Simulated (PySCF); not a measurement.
Species: bromoethane, C2H5Br.
Numbering: `[CH3:1][CH2:2][Br:3]` (hydrogens: H4, H5, H6 on C1; H7, H8 on C2)

Computed with PySCF 2.14.0, PBE0-D3(BJ)/def2-SVP geometry optimisation, gas phase.

Question: Give the optimised bond lengths and angles.

Answer: 
```tsv
bond	length (Å)
C1–C2	1.508
C2–Br3	1.949
C1–H4, C1–H5, C1–H6	1.101
C2–H7, C2–H8	1.098
```

Bonds in one row agree within 0.01 Å and their mean is given. A selection of angles:
```tsv
angle	degrees
C2–C1–H4	111.3
C2–C1–H5	109.5
H4–C1–H5	108.2
C1–C2–Br3	112.0
C1–C2–H7	112.3
Br3–C2–H7	105.6
H7–C2–H8	108.6
```

Point group: Cs (every atom within 0.08 Å of its image). Whether it is a minimum is left open (no frequencies).

The run took 15 s wall on an Arm Neoverse N1 with one thread (shared host), and the process peaked at 0.36 GiB of memory. That covers the optimisation of the geometry.
